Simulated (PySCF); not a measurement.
Gas-phase reaction: HfCl4 + 2 O → HfO2 + 2 Cl2

Method: PySCF energies plus ideal-gas RRHO corrections (1 bar). † marks an energy on the PBE0/def2-TZVP geometry and frequencies. CCSD(T) freezes the core. Open shells (unrestricted): O (multiplicity 3, electronic degeneracy 9); the rest are closed-shell singlets. Spin-orbit splitting is ignored; it lowers the true energy and changes the entropy of O. Hf: scalar-relativistic def2 core potential, no spin-orbit coupling. CCSD(T) isn't extrapolated to the basis-set limit; its ΔH°(298 K) is 329.6 kJ in def2-SVP and 245.2 kJ in def2-TZVPP. The harmonic model lacks anharmonicity and excited electronic states, which grow with temperature; levels with a mode under 35 cm⁻¹ are left out. Soft modes under 120 cm⁻¹ make the harmonic entropy rough for HfCl4. Warning, large T1 diagnostic: HfO2 (CCSD(T)/def2-SVP†).

```json
[
 {"level": "BLYP/def2-TZVP†", "ΔE electronic, kJ": "66", "ΔH°(298 K), kJ": "67", "ΔS°(298 K), J/K": "23", "ΔG°(1800 K), kJ": "65"},
 {"level": "CCSD(T)/def2-SVP†", "ΔE electronic, kJ": "328", "ΔH°(298 K), kJ": "330", "ΔS°(298 K), J/K": "23", "ΔG°(1800 K), kJ": "328"},
 {"level": "M06-2X/def2-TZVP†", "ΔE electronic, kJ": "218", "ΔH°(298 K), kJ": "219", "ΔS°(298 K), J/K": "23", "ΔG°(1800 K), kJ": "217"},
 {"level": "PBE0/def2-SVP†", "ΔE electronic, kJ": "260", "ΔH°(298 K), kJ": "261", "ΔS°(298 K), J/K": "23", "ΔG°(1800 K), kJ": "259"},
 {"level": "LDA/def2-TZVP†", "ΔE electronic, kJ": "-72", "ΔH°(298 K), kJ": "-71", "ΔS°(298 K), J/K": "23", "ΔG°(1800 K), kJ": "-73"},
 {"level": "ωB97M-V/def2-TZVP†", "ΔE electronic, kJ": "208", "ΔH°(298 K), kJ": "209", "ΔS°(298 K), J/K": "23", "ΔG°(1800 K), kJ": "207"},
 {"level": "ωB97X-V/def2-TZVP†", "ΔE electronic, kJ": "216", "ΔH°(298 K), kJ": "217", "ΔS°(298 K), J/K": "23", "ΔG°(1800 K), kJ": "215"}
]
```
ΔH° is lowest at LDA/def2-TZVP† and highest at CCSD(T)/def2-SVP†. No reference value is set beside these.
